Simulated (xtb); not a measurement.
I3Sn (SMILES [I][Sn]([I])[I]), doublet, from a rough starting geometry (GFN-xTB shapes and energies of metal compounds can be far from the true ones) (the spin is typed, not shown lowest); GFN2-xTB (xtb 6.7.1).

Input for xtb:
```
$ xtb mol.xyz --gfn 2 --uhf 1 --opt vtight --json

# file mol.xyz
4

Sn     0.17091264     0.60857658     0.45467604
I      2.41768708    -0.57825167    -0.86830545
I     -1.01383569    -1.30326598     2.02560446
I     -1.61106608     1.30282597    -1.58532306
```

Question: Write the output that xtb gives for this input, abridged.

Answer: 
```
   ID    Z sym.   atoms
    1   50 Sn     1
    2   53 I      2-4

           -------------------------------------------------
          |                Calculation Setup                |
           -------------------------------------------------

           -------------------------------------------------
          |                 G F N 2 - x T B                 |
           -------------------------------------------------

          ...................................................
          :                      SETUP                      :
          :.................................................:
          :  # basis functions                  40          :
          :  # atomic orbitals                  36          :
          :  # shells                           12          :
          :  # electrons                        25          :
          :  max. iterations                   250          :
          :  Hamiltonian                  GFN2-xTB          :
          :  restarted?                      false          :
          :  GBSA solvation                  false          :
          :  PC potential                    false          :
          :  electronic temp.          300.0000000     K    :
          :  accuracy                    1.0000000          :
          :  -> integral cutoff          0.2500000E+02      :
          :  -> integral neglect         0.1000000E-07      :
          :  -> SCF convergence          0.1000000E-05 Eh   :
          :  -> wf. convergence          0.1000000E-03 e    :
          :  Broyden damping             0.4000000          :
          :  net charge                          0          :
          :  unpaired electrons                  1          :
          ...................................................

 iter      E             dE          RMSdq      gap      omega  full diag
   1     -9.8605426 -0.986054E+01  0.306E+01    3.24       0.0  T
   2     -6.4224307  0.343811E+01  0.630E+01    2.51       1.0  T
   3    -12.0115398 -0.558911E+01  0.261E+01    7.66       1.0  T
   4    -12.9377174 -0.926178E+00  0.155E+01    6.84       1.0  T
   5    -13.4111168 -0.473399E+00  0.889E+00    6.11       1.0  T
   6    -13.6360380 -0.224921E+00  0.523E+00    5.64       1.0  T
   7    -13.6860171 -0.499792E-01  0.419E+00    5.53       1.0  T
   8    -13.7223779 -0.363607E-01  0.302E+00    5.49       1.0  T
   9    -13.7331623 -0.107844E-01  0.195E+00    5.45       1.0  T
  10    -13.7340745 -0.912159E-03  0.150E+00    5.43       1.0  T
  11    -13.7349951 -0.920588E-03  0.124E+00    5.52       1.0  T
  12    -13.7340082  0.986911E-03  0.948E-01    5.50       1.0  T
  13    -13.7354779 -0.146974E-02  0.254E-01    5.52       1.0  T
  14    -13.7354876 -0.970368E-05  0.213E-01    5.55       1.0  T
  15    -13.7355232 -0.356241E-04  0.726E-02    5.55       1.0  T
  16    -13.7355273 -0.406660E-05  0.582E-02    5.55       1.0  T
  17    -13.7355300 -0.265669E-05  0.214E-02    5.55       2.3  T
  18    -13.7355300 -0.106790E-07  0.119E-02    5.55       4.2  T
  19    -13.7355300 -0.500816E-07  0.529E-03    5.55       9.4  T
  20    -13.7355300  0.201423E-07  0.633E-03    5.55       7.9  T
  21    -13.7355300 -0.468796E-07  0.133E-03    5.55      37.6  T
  22    -13.7355301 -0.534856E-09  0.103E-03    5.55      48.7  T
  23    -13.7355301  0.341505E-10  0.303E-04    5.55     164.8  T
  24    -13.7355301 -0.239103E-09  0.785E-05    5.55     637.0  T

   *** convergence criteria satisfied after 24 iterations ***

         :::::::::::::::::::::::::::::::::::::::::::::::::::::
         ::                     SUMMARY                     ::
         :::::::::::::::::::::::::::::::::::::::::::::::::::::
         :: total energy             -13.729401291195 Eh    ::
         :: gradient norm              0.015342284463 Eh/a0 ::
         :: HOMO-LUMO gap              5.550419442390 eV    ::
         ::.................................................::
[...]
 * total energy  :   -13.7294013 Eh     change       -0.3556266E-11 Eh
 * total energy  :   -13.7196379 Eh     change        0.9763379E-02 Eh
 * total energy  :   -13.7294408 Eh     change       -0.9802882E-02 Eh
 * total energy  :   -13.7184487 Eh     change        0.1099213E-01 Eh
 * total energy  :   -13.7288841 Eh     change       -0.1043539E-01 Eh
 * total energy  :   -13.7146782 Eh     change        0.1420583E-01 Eh
 * total energy  :   -13.7304414 Eh     change       -0.1576315E-01 Eh
 * total energy  :   -13.7304635 Eh     change       -0.2215951E-04 Eh
 * total energy  :   -13.7304699 Eh     change       -0.6351389E-05 Eh
 * total energy  :   -13.7304724 Eh     change       -0.2548948E-05 Eh
 * total energy  :   -13.7304724 Eh     change       -0.5853208E-08 Eh
   *** GEOMETRY OPTIMIZATION CONVERGED AFTER 11 ITERATIONS ***
         :: total energy             -13.730472441687 Eh    ::
[...]
         3        2.0000           -0.7603149             -20.6892
         4        2.0000           -0.7439263             -20.2433
         5        2.0000           -0.4716177             -12.8334
         6        2.0000           -0.4716161             -12.8333
         7        2.0000           -0.4484750             -12.2036
         8        2.0000           -0.4453410             -12.1183
         9        2.0000           -0.4453402             -12.1183
        10        1.9999           -0.4364198             -11.8756
        11        1.9999           -0.4364193             -11.8756
        12        1.9988           -0.4335802             -11.7983
        13        1.0014           -0.4209449             -11.4545 (HOMO)
        14                         -0.2231987              -6.0735 (LUMO)
        15                         -0.1936513              -5.2695
        16                         -0.1936489              -5.2695
        17                         -0.0732131              -1.9922
        18                         -0.0732105              -1.9922
        19                         -0.0677112              -1.8425
        20                         -0.0192788              -0.5246
        21                         -0.0192783              -0.5246
        22                          0.0016532               0.0450
        23                          0.0058575               0.1594
        24                          0.0058577               0.1594
       ...                                ...                  ...
        36                          0.9581642              26.0730
      -------------------------------------------------------------
                  HL-Gap            0.1977462 Eh            5.3809 eV
             Fermi-level           -0.3746443 Eh          -10.1946 eV

     #   Z          covCN         q      C6AA      α(0)
     1  50 Sn       2.587     0.449   375.742    38.476
     2  53 I        0.865    -0.150   382.879    33.779
     3  53 I        0.865    -0.150   382.879    33.779
     4  53 I        0.865    -0.150   382.879    33.779

 Mol. C6AA /au·bohr⁶  :       6081.490781
 Mol. C8AA /au·bohr⁸  :     606301.833719
 Mol. α(0) /au        :        139.812613

Wiberg/Mayer (AO) data.
largest (>0.10) Wiberg bond orders for each atom

 ---------------------------------------------------------------------------
     #   Z sym  total        # sym  WBO       # sym  WBO       # sym  WBO
 ---------------------------------------------------------------------------
     1  50 Sn   2.678 --     3 I    0.893     2 I    0.893     4 I    0.893
     2  53 I    1.203 --     1 Sn   0.893     4 I    0.155     3 I    0.155
     3  53 I    1.203 --     1 Sn   0.893     4 I    0.155     2 I    0.155
     4  53 I    1.203 --     1 Sn   0.893     2 I    0.155     3 I    0.155
 ---------------------------------------------------------------------------

Topologies differ in total number of bonds
Writing topology from bond orders to xtbtopo.mol

molecular dipole:
                 x           y           z       tot (Debye)
 q only:        0.219       0.638       0.426
   full:        0.574       1.670       1.116       5.311
molecular quadrupole (traceless):
                xx          xy          yy          xz          yz          zz
 q only:       -2.425       2.038       2.868       1.362       4.002      -0.443
  q+dip:       -6.720       5.651       7.949       3.778      11.092      -1.229
   full:       -7.594       6.396       8.986       4.276      12.541      -1.392

optimized geometry written to: xtbopt.xyz

           -------------------------------------------------
          | TOTAL ENERGY              -13.730472441687 Eh   |
          | GRADIENT NORM               0.000007890795 Eh/α |
          | HOMO-LUMO GAP               5.380949290469 eV   |
           -------------------------------------------------

normal termination of xtb
```
